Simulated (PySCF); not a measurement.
## Correlation energy of F(3+) (fluorine, charge +3)

[He] 2s2 2p2, high-spin 3P determinant. Calculation: PySCF 2.14, in dyall-av2z (11s7p2d, 42 functions); the non-relativistic Hamiltonian (point nucleus). Frozen: 1s2; 4 electrons correlated; the 8 highest virtual orbitals of each spin left out.

```json
{"level": "CCSD", "correlation energy (mhartree)": "-93.55"}
{"level": "(T)", "correlation energy (mhartree)": "-0.77"}
{"level": "CCSD(T)", "correlation energy (mhartree)": "-94.32"}
{"level": "CCSDT", "correlation energy (mhartree)": "-94.47"}
```

Diagnostics: T1 = 0.0037, D1 = 0.0076, largest double amplitude 0.123.

Cost of the coupled-cluster step: about 1.1 core-seconds, for 4 correlated electrons.
